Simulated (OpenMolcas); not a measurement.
**What dynamic correlation does to the levels of Xe⁵⁺**

```yaml
Program: OpenMolcas 26.06
Basis: ANO-RCC-VTZP [7s6p4d2f1g]
Scalar_Hamiltonian: DKH2, point nucleus
Active_space: 3 electrons in 9 orbitals (RAS2 5s 5p; RAS3 5d, at most 2 electrons)
State_averaging: 2S+1 = 4 odd, 1 root; 2S+1 = 2 odd, 11 roots; 2S+1 = 4 even, 3 roots; 2S+1 = 2 even, 9 roots
Spin-orbit_coupling: state interaction with AMFI integrals over the reference wave functions, term energies averaged over their components
```

Methods on the same reference wave functions:
A. RASSCF
B. SS-RASPT2, IPEA 0.25 Eh, imaginary shift 0.1 Eh (closed shells correlated: 4d)
C. MS-RASPT2, IPEA 0.25 Eh, imaginary shift 0.1 Eh (closed shells correlated: 4d)
D. XMS-RASPT2, IPEA 0.25 Eh, imaginary shift 0.1 Eh (closed shells correlated: 4d)

Energies in cm⁻¹ above 5s² 5p ²P°_1/2, the measured ground level; measured values from Saloman, J. Phys. Chem. Ref. Data 33, 765 (2004).

```csv
Level,A,B,C,D,Measured
5s² 5p ²P°_1/2,0.0,0.0,0.0,0.0,0.0
5s² 5p ²P°_3/2,13697,13700,13780,13780,15599
5s 5p² ⁴P_1/2,86136,92340,92590,93270,92586
5s 5p² ⁴P_3/2,92501,98970,99220,99890,100378
5s 5p² ⁴P_5/2,99157,105370,105620,106290,107205
5s 5p² ²D_3/2,121914,123870,124120,124750,124870
5s 5p² ²D_5/2,124546,127100,127350,127990,129230
```

Deviations, from unrounded energies. A percentage is the sum of absolute deviations over the sum of measured energies, with the sign that they share, or ± where signs differ.

```csv
Against measurement,Levels,A,B,C,D
mean absolute deviation (cm-1),6,5300,1400,1200,880
fine structure of the ground term (%),1,-12.2,-12.2,-11.6,-11.7
other configurations (%),5,-5.4,-1.2,±1.0,±0.6
```

D lies closest to measurement on these levels and A furthest from it. The largest miss of D in the table is 5s² 5p ²P°_3/2, by -1800 cm-1. The ranking rests on the paired levels alone, and a cruder setting can come out closer through cancelling errors.

Among B to D the level of the table that moves most is 5s 5p² ⁴P_1/2, by 930 cm-1 (lowest in B, highest in D). Moves below CASPT2's spread within the term are not significant.

The lowest spin-free term lies below A's lowest term by 0.439 hartree in B, 0.440 hartree in C, 0.444 hartree in D.

Term energies are means over components that CASPT2 splits; among the terms shown or strongly mixed into the levels shown the widest spread is 44 cm-1 (5s 5p² ²D, D). Active for correlation alone: 5d; no level in the range computed is led by a configuration that fills it, so any true level of that kind is missing. Computed and measured levels are paired by configuration, term and J; levels that our copy of the source lacks, or whose pairing is in doubt (as where it misses far off the trend of its configuration), stay unpaired and out of the deviations. Levels of configurations outside the active space are missing. Levels that lie high or do not pair safely by name in every column are left out.

° marks odd parity.
